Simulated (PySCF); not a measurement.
## EuCl2 at several levels of theory

Computed with PySCF 2.14.0 (density fitting, no spin-orbit coupling) at the geometry relaxed with PBE0:

```xyz
3
EuCl2 (singlet in the valence; each metal's 4f electrons, 7 of them, lie in its core potential, out of spins and levels)
Eu    0.0000    0.0000   -0.2372
Cl    2.4339    0.0000    0.7228
Cl   -2.4339    0.0000    0.7228
```

```csv
level,basis,state,HOMO (eV),gap (eV),charge on Eu1 (e),population of f-type functions on Eu1 (polarisation alone where 4f lies in the core),dipole about the centre of mass (D),largest force component (eV/Å)
PBE0,"Eu lcecp-0-SVP with ECP53, Cl def2-SVP",singlet,–,–,0.85,0.02,5.71,0.01
r2SCAN,the same,singlet,–,–,0.85,0.02,5.72,0.11
BLYP,the same,singlet,–,–,0.68,0.02,5.31,0.25
```

In the lcecp rows the 4f levels are missing from HOMO and gap, and the state counts the valence alone.

Charges are Mulliken's, which hang on the basis. The relaxation used the grid (50, 194), these runs (75, 302) or, all-electron (x2c bases, spin-free X2C Hamiltonian), (99, 590).

What does PBE0 with Eu lcecp-0-TZVP with ECP53, Cl def2-TZVP give here?

state singlet, charge on Eu1 (e) 1.18, population of f-type functions on Eu1 (polarisation alone where 4f lies in the core) 0.03, dipole about the centre of mass (D) 5.87, largest force component (eV/Å) 0.04. Time: 6.2 s on 2 threads of Arm Neoverse V2 (shared host), from free ions and atoms.

An lcecp potential fixes the number of 4f electrons, so in runs with it no electron can move into or out of that shell.
